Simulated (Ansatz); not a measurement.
Basis-set extrapolation for ClH₆NOSi₂, SMILES `N[Si](O)([SiH3])Cl` (PBE0-D4/def2-TZVP geometry, frozen core, the Gaussian-basis code of Ansatz). Multiplicity 1, RHF reference.

```tsv
	def2-TZVPP	def2-QZVPP
HF	-1170.410193	-1170.447819
MP2 correlation	-0.888110	-0.962801
CCSD(T) correlation	-0.977675	not run
```

Energies in hartree. Use E(X) = E(∞) + A·exp(−7.88·√X) for Hartree–Fock and E(X) = E(∞) + B·X^(−2.97) for correlation, with X = 3 and 4, and add CCSD(T) minus MP2 of the smaller set to the MP2 limit.

Problem. What is the CCSD(T) energy at the basis-set limit?

Solution. HF limit: -1170.447819 + (-0.037626) × 0.13774 = -1170.45300. MP2 limit: -0.962801 + (-0.074691) × 0.74074 = -1.01813. Higher-order term: -0.977675 − (-0.888110) = -0.08957. Total: -1171.56070 hartree, 108.5 kcal/mol below CCSD(T)/def2-TZVPP.
